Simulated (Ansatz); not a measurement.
System: Si₂H₃, charge 0, doublet. Si2H3 (SMILES [SiH2][SiH], doublet).
B3LYP-D3(BJ)/def2-TZVP minimum from Ansatz (a program for electronic structure):
```
Si
H 1 1.4867
H 1 1.4882 2 107.07
Si 1 2.2898 2 123.22 3 -169.59
H 4 1.5229 1 88.46 2 -175.19
```
Charge 0, spin multiplicity 2.

Total energies in cc-pV(D+d)Z, 11 correlated electrons, 10 frozen orbitals. UHF or UKS for unpaired electrons; spin-orbit terms are left out. Cores are frozen in correlated methods. No relativity. The UHF reference of H3Si2 ([SiH][SiH2], doublet) is spin-contaminated (<S^2> up to 0.19 over the pure value in the sets run).

```json
[
 {"method": "HF", "program": "Ansatz", "energy (Eh)": "-579.52586", "minus CCSDT(Q) (mEh)": "222.94"},
 {"method": "MP2", "program": "Ansatz", "energy (Eh)": "-579.69296", "minus CCSDT(Q) (mEh)": "55.83"},
 {"method": "CCSD", "program": "Ansatz", "energy (Eh)": "-579.73958", "minus CCSDT(Q) (mEh)": "9.22"},
 {"method": "CCSD(T)", "program": "Ansatz", "energy (Eh)": "-579.74663", "minus CCSDT(Q) (mEh)": "2.17"},
 {"method": "CCSDT(Q)", "program": "Ansatz", "energy (Eh)": "-579.74879", "minus CCSDT(Q) (mEh)": "0.00"}
]
```

Rough core times of Ansatz's runs on a shared machine: CCSD(T) 20 s, CCSDT(Q) 3 min.
